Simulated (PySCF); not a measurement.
C₂H₅NO₂Si.
Atom-mapped SMILES: `[NH2:1][C:2](=[O:3])[SiH2:4][CH:5]=[O:6]` (hydrogens: H7, H8 on N1; H9, H10 on Si4; H11 on C5)

Geometry (PBE0-D3(BJ)/def2-SVP, Å), atoms numbered from 1 in this order:
```
atom  x, y, z in Å
N1     1.5540    0.4741   -0.8326
C2     1.2533   -0.0975    0.3523
O3     2.0640   -0.4237    1.1989
Si4   -0.6155   -0.3843    0.7203
C5    -1.6743    0.0170   -0.8543
O6    -1.1827    0.5360   -1.8329
H7     2.5275    0.6486   -1.0611
H8     0.8143    0.6940   -1.4974
H9    -0.8581   -1.7976    1.1248
H10   -1.0672    0.5342    1.8063
H11   -2.7717   -0.2275   -0.8672
```

Level of theory: PBE0-D3(BJ)/def2-SVP geometry optimisation, gas phase in PySCF 2.14.0.

Masses are those of the commonest isotopes; rigid-rotor values at the optimised geometry. The values belong to one conformer with, in the numbering `[NH2:1][C:2](=[O:3])[SiH2:4][CH:5]=[O:6]`, H–N1–C2–O3 1° and 178°, N1–C2–Si4–C5 8°, C2–Si4–C5–O6 -9°.

Q: What are A, B and C (MHz)?

A: Ia = 102.33, Ib = 242.17, Ic = 337.95 u·Å²; 505379 MHz·u·Å²/I gives A = 4939, B = 2087, C = 1495 MHz.

Q: What kind of rotor is it?

A: An asymmetric top; Ray's κ = -0.656.

Q: What does the inertial defect say?

A: Not planar: Δ = Ic − Ia − Ib = -6.55 u·Å². For a rigid frame Δ = −2 Σ m c², so Σ m c² = 3.27 u·Å² lies off the ab plane: 3.05 from hydrogen and 0.23 from heavier atoms. The atom farthest from that plane is 1.34 Å away.

Q: Give the other two planar moments, Paa and Pbb, and the rms extents of the mass along the axes.

A: Paa = Σ m a² = (Ib + Ic − Ia)/2 = 238.90 and Pbb = Σ m b² = (Ia + Ic − Ib)/2 = 99.05 u·Å². With the mass M = 103.01 u, the rms extents √(P/M) along a, b and c are 1.52, 0.98, 0.18 Å.

Q: Which types of transition are allowed, and where do some lines up to J = 5 fall?

A: The dipole components are |μa| = 2.51 D, |μb| = 0.15 D, |μc| = 0.03 D. Intensities carry the squares of the components, which stand as 1.00 : 0.00 : 0.00 (a : b : c). Some lines, for components of 0.1 D or more:

| type | branch | J(Ka,Kc) | MHz | lower level (cm⁻¹) |
| --- | --- | --- | --- | --- |
| a | Q | 1(1,0) ← 1(1,1) | 591 | 0.215 |
| a | Q | 2(1,1) ← 2(1,2) | 1774 | 0.434 |
| b | Q | 1(1,0) ← 1(0,1) | 3443 | 0.119 |
| b | R | 1(1,1) ← 0(0,0) | 6434 | 0.000 |
| a | R | 2(1,1) ← 1(1,0) | 7756 | 0.234 |
| b | Q | 4(2,2) ← 4(1,3) | 7815 | 1.390 |
| b | Q | 3(2,1) ← 3(1,2) | 8128 | 0.879 |
| b | Q | 5(1,4) ← 5(0,5) | 9365 | 1.710 |
| b | R | 2(1,2) ← 1(0,1) | 9425 | 0.119 |
| b | Q | 2(2,1) ← 2(1,2) | 10330 | 0.434 |
| b | R | 3(1,3) ← 2(0,2) | 12154 | 0.356 |
| b | R | 5(1,4) ← 4(2,3) | 12282 | 1.613 |
| b | R | 4(1,4) ← 3(0,3) | 14729 | 0.703 |
| b | Q | 3(3,0) ← 3(2,1) | 15391 | 1.150 |
| b | R | 5(0,5) ← 4(1,4) | 15447 | 1.195 |
| a | R | 5(1,5) ← 4(1,4) | 16138 | 1.195 |
| a | R | 5(3,3) ← 4(3,2) | 18127 | 2.146 |
| a | R | 5(1,4) ← 4(1,3) | 18948 | 1.390 |
| b | Q | 5(4,2) ← 5(3,3) | 21872 | 2.751 |
| b | R | 3(3,0) ← 2(2,1) | 26541 | 0.778 |
| b | R | 4(2,2) ← 3(1,3) | 26679 | 0.761 |
| b | Q | 5(5,0) ← 5(4,1) | 28154 | 3.481 |
| b | Q | 5(5,1) ← 5(4,2) | 28159 | 3.481 |
| b | R | 4(3,2) ← 3(2,1) | 29858 | 1.150 |
| b | R | 5(2,3) ← 4(1,4) | 32721 | 1.195 |
| b | R | 4(4,0) ← 3(3,1) | 36380 | 1.664 |
| b | R | 5(4,2) ← 4(3,1) | 39948 | 2.148 |

Stationary, but not proved a minimum. These are rigid-rotor constants of the computed structure; measured ground-state constants (B0) also hold zero-point vibration. Quadrupole hyperfine structure (14N) is left out.
